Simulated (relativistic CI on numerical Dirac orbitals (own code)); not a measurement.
Tb⁴⁶⁺: sensitivity of the levels to the model

Base calculation: Dirac-Coulomb-Breit CI, orbitals from a KLI potential per configuration, a model potential for QED, unscaled Slater integrals.

Configuration list (outside the closed core [Ne]): 3s2 3p6 3d, 3s2 3p5 3d2, 3s 3p6 3d2, 3s2 3p6 4s, 3s2 3p6 4p, 3s2 3p6 4d, 3s2 3p5 3d 4s, 3s2 3p6 4f, 3s2 3p5 3d 4p, 3s2 3p5 3d 4d, 3s 3p6 3d 4s, 3p6 3d2 4p, 3s2 3p5 3d 4f, 3s 3p6 3d 4p, 3s 3p6 3d 4d, 3s2 3p6 5s, 3s 3p6 3d 4f, 3s2 3p6 5p, 3s2 3p6 5d, 3s2 3p6 5f, 3s2 3p6 5g, 3p6 3d3, 3p5 3d4, 3p5 3d3 4s, 3p6 3d2 4s, 3p5 3d2 4s2, 3p6 3d2 4d, 3p5 3d3 4d, 3p5 3d2 4s 4d. Double excitations out of closed p, d and f shells are left out; levels of such configurations are missing from the list, as are those of other unlisted configurations, and high levels can miss mixing partners. These lack a partner that the ground configuration has and come out too high: 3s2 3p5 3d 4p, 3s2 3p5 3d 4f.

Variants: (1) non-relativistic limit; (2) only the first 3 configurations. Shifts of the energy above 3s2 3p6 3d 2D_3/2, in eV, for the lowest level and the first level of each name with at least 55 % of one term (blank where a level changes its place among those of its configuration and J or its character, or is not in the variant):

| Level | Base | Δ(1) | Δ(2) |
| --- | --- | --- | --- |
| 3s2 3p6 3d 2D_3/2 | 0.000 | 0.000 | 0.000 |
| 3s2 3p6 3d 2D_5/2 | 41.775 | -41.775 | +0.014 |
| 3s2 3p5 3d2 4D°_1/2 | 213.084 | -21.764 | -0.728 |
| 3s2 3p5 3d2 4G°_9/2 | 254.413 | -53.484 | -0.575 |
| 3s2 3p5 3d2 2H°_11/2 | 263.344 |  | -0.536 |
| 3s2 3p5 3d2 2G°_9/2 | 278.152 |  | -0.683 |
| 3s2 3p5 3d2 4G°_11/2 | 297.497 |  | -0.534 |
| 3s2 3p5 3d2 2F°_5/2 | 300.516 |  | -0.394 |
| 3s2 3p5 3d2 2P°_1/2 | 306.308 | -89.958 | -0.642 |
| 3s 3p6 3d2 4F_3/2 | 581.531 | -216.761 | -0.367 |
| 3s 3p6 3d2 4F_5/2 | 589.116 | -224.345 | -0.406 |
| 3s 3p6 3d2 4P_1/2 | 605.456 | -227.885 | -0.345 |
| 3s 3p6 3d2 4F_7/2 | 621.050 | -256.279 | -0.404 |
| 3s 3p6 3d2 4P_3/2 | 631.075 | -253.504 | -0.375 |
| 3s 3p6 3d2 2F_5/2 | 638.815 |  | -0.484 |
| 3s 3p6 3d2 2G_7/2 | 643.721 |  | -0.415 |
| 3s 3p6 3d2 2P_1/2 | 650.904 | -250.098 | +0.038 |

At this charge energies of transitions that change n are usually good to better than 1 %, and those within a shell (Δn = 0) to a few per cent.

Ionisation energy from the two ground configurations alone: base 3813.81 eV. The NIST ASD value (theoretical) is 3814 eV.

LS names give the leading component of a level, which can be under half, so a name can repeat, a term be missing and a line seem to break the LS rules.
